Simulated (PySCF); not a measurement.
**CsB: frontier orbitals**

M06-L at R = 3.185 Å; Cs def2-SVPD with ECP46, B def2-SVPD; scalar-relativistic core potentials (PySCF 2.14). State: ³Π (triplet), unpaired electrons σ ↑, π ↑. Only the outer orbitals are listed, counted within each symmetry, core potentials removing the inner ones.

| spin | orbital | occ. | ε (eV) | on Cs (%) | main shells (%) |
| --- | --- | --- | --- | --- | --- |
| α | 2σ | 1 | -27.73 | 100 | 100 Cs s |
| α | 1π | 1 | -14.01 | 100 | 100 Cs p |
| α | 1π | 1 | -13.97 | 100 | 100 Cs p |
| α | 3σ | 1 | -13.74 | 98 | 98 Cs p |
| α | 4σ | 1 | -7.22 | 4 | 96 B s |
| α | 5σ | 1 | -1.84 | 19 | 80 B p, 13 Cs s |
| α | 2π | 1 | -1.73 | 11 | 89 B p, 8 Cs d |
| α | 2π | 0 | -0.91 | 18 | 82 B p, 10 Cs d |
| α | 6σ | 0 | -0.77 | 95 | 58 Cs s, 36 Cs p |
| α | 3π | 0 | -0.34 | 100 | 97 Cs p |
| β | 2σ | 1 | -27.70 | 100 | 100 Cs s |
| β | 1π | 1 | -13.98 | 100 | 100 Cs p |
| β | 1π | 1 | -13.93 | 100 | 100 Cs p |
| β | 3σ | 1 | -13.65 | 99 | 99 Cs p |
| β | 4σ | 1 | -5.20 | 4 | 95 B s |
| β | 5σ | 0 | -0.41 | 91 | 94 Cs s, 10 B p |
| β | 2π | 0 | -0.37 | 28 | 71 B p, 20 Cs d |
| β | 2π | 0 | 0.01 | 42 | 57 B p, 31 Cs d, 10 Cs p |

**Question.** Which are the highest filled and the lowest empty level, where do they sit, and how wide is the gap?

**Answer.** Highest filled α 2π at -1.73 eV (in %: 89 B p, 8 Cs d); lowest empty α 2π at -0.91 eV (in %: 82 B p, 10 Cs d); the gap at M06-L is 0.82 eV. Both belong to one degenerate shell, split only by its one-sided filling, so this is no excitation gap.

The bond order (Mayer) is 0.59, the ⟨S²⟩ is 2.011 and the charge on Cs (Mulliken, basis-dependent) is 0.66. The charge on Cs (Löwdin, basis-dependent) is 0.58 and the dipole moment (positive dipole means Cs(−)B(+)) is -10.11 D.

Spin–orbit coupling is left out. The state is the lowest determinant that a PBE0 search found; another state may lie lower at other levels.
